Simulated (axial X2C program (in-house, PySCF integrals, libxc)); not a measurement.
**Which molecule has these constants?**

All values come from calculations with an in-house all-electron X2C program for linear molecules (integrals from PySCF), spin-free (one-electron X2C) or two-component (2c: spin–orbit coupling with atomic mean-field Coulomb and Gaunt terms, which also bring small scalar terms), in Dyall basis sets with cores contracted in-house; open shells are unrestricted.

A two-component PBE0 calculation in a Dyall 3-zeta basis gave Re = 2.149 Å, ωe = 580.6 cm⁻¹, De = 3.06 eV, dipole magnitude 6.99 D, Ω = 3/2.

Which molecule is it?
A. LiTe
B. LiS
C. LiO

B. The others have LiO 1.682 Å and 819.2 cm⁻¹ (Ω = 3/2); LiTe 2.488 Å and 454.3 cm⁻¹ (Ω = 3/2).

Each entry is the lowest single determinant of a limited PBE0 search at one distance. De goes to single-determinant-based atoms at the same level (for ions the charge split of lowest energy) and is withheld (n/a) where an atom does not fit its ground term or J level. Main or longest-lived isotopes. One determinant is a doubtful description, or other states lie close, for LiO; these need not be ground states, and all values refer to the states named. Some light 2c atoms are not at their ground J level, so De misses part of their lowering (0.04 eV or less). The functionals have no current term, which raises determinants with orbital currents.
